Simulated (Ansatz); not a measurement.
Consider the homolysis of the Ga–S bond: `C[SiH2][S][GaH2]` → `[GaH2]`• + `C[SiH2][S]`•.

Computed with Ansatz on PBE0-D4/def2-TZVP structures; ΔE is electronic, products minus reactants. CCSD(T)/CBS adds triple-zeta CCSD(T) − MP2 to the extrapolated MP2 energy (def2 sets, frozen cores). No spin–orbit coupling; open shells (•) take unrestricted orbitals. For Ga outer-core shells are correlated without core-valence functions, which leaves a few kJ/mol of doubt a bond. Scalar relativity is left out up to krypton. Each species was taken in one conformer, which may not be the lowest.

| species | CCSD/CBS(def2) energy (Eh) |
| --- | --- |
| `C[SiH2][S][GaH2]` | -2653.08771 |
| `[GaH2]`• | -1925.05806 |
| `C[SiH2][S]`• | -727.88161 |

(1) Work out ΔE.

Largest T1 diagnostic among the species: 0.015.

## Answers

(1) ΔE = (-1925.05806) + (-727.88161) − (-2653.08771) = 0.14804 Eh = +388.7 kJ/mol. CCSD(T)/CBS gives +400.7 kJ/mol.

In def2-TZVPP, CCSD(T) changes the Hartree–Fock value by +112.2 kJ/mol (the triples alone add +12.0 kJ/mol) and MP2 by +133.7 kJ/mol; breaking electron pairs costs correlation energy, which Hartree–Fock lacks. Leaving LDA and LC-ωPBE aside and taking each functional with its dispersion term where it has one, the values, not all of them listed here, spread over 29.7 kJ/mol, from BLYP-D4 to PBE-QIDH. LDA lies +59.2 kJ/mol from PBE without D4, its usual overbinding.
